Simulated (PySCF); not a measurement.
monofluorogermane, FGeH3, SMILES [F][GeH3], point group C3v.

Force field and properties: PBE0/pcSseg-2 (PySCF, grid level 2). Vibrational terms come from second-order perturbation theory with semi-diagonal cubic constants, by steps of ±0.6 along the normal coordinates of each isotopologue. The parent has the commonest isotopes.

Equilibrium geometry (Å):

| atom | x | y | z |
| --- | --- | --- | --- |
| F1 | 1.6424 | 0.1556 | 0.1152 |
| Ge2 | -0.0838 | -0.0062 | -0.0210 |
| H3 | -0.5851 | 1.2878 | -0.6675 |
| H4 | -0.6089 | -0.1910 | 1.4051 |
| H5 | -0.3302 | -1.2348 | -0.9005 |

**Question.** How much do zero-point and thermal motion change the parent's shieldings?

**Answer.** 
```csv
atom,σe (ppm),"anharmonic part, 0 K","harmonic part, 0 K",Δσ at 0 K,Δσ at 100 K,Δσ at 250 K
F1,451.35,-3.00,-4.85,-7.85,-7.93,-8.20
Ge2,1370.29,1.25,-5.30,-4.05,-4.08,-4.19
H3,25.89,-0.14,-0.21,-0.35,-0.35,-0.36
```

**Question.** And the bond lengths, in the parent and with ⁷⁶Ge at 2?

**Answer.** 
| bond | re (Å) | ⟨r⟩ at 0 K | between mean positions | ⟨r⟩, labelled |
| --- | --- | --- | --- | --- |
| F1–Ge2 | 1.7391 | 1.7443 | 1.7442 | 1.7443 |
| Ge2–H3 | 1.5309 | 1.5520 | 1.5402 | 1.5520 |

**Question.** What are the dipole moments?

**Answer.** 2.200 D at equilibrium; averaged at 0 K: parent 2.195 D; ⁷⁶Ge at 2 2.195 D; ²H at 3 2.198 D; ²H at 3, ²H at 4 2.201 D; ⁷⁶Ge at 2, ²H at 3 2.198 D. Measured: 2.33 D (NIST CCCBDB Release 22 (SRD 101), experimental dipoles).

Spin–orbit effects of the heavy atoms on shieldings are missing.

The study (129 SCF points, 141 basis functions) took 22 min on 1 thread of Intel Xeon Platinum 8175M @ 2.50GHz, shared host (rough), peak memory 0.72 GiB, launched as `OMP_NUM_THREADS=1 python ens_run.py task.json out`.
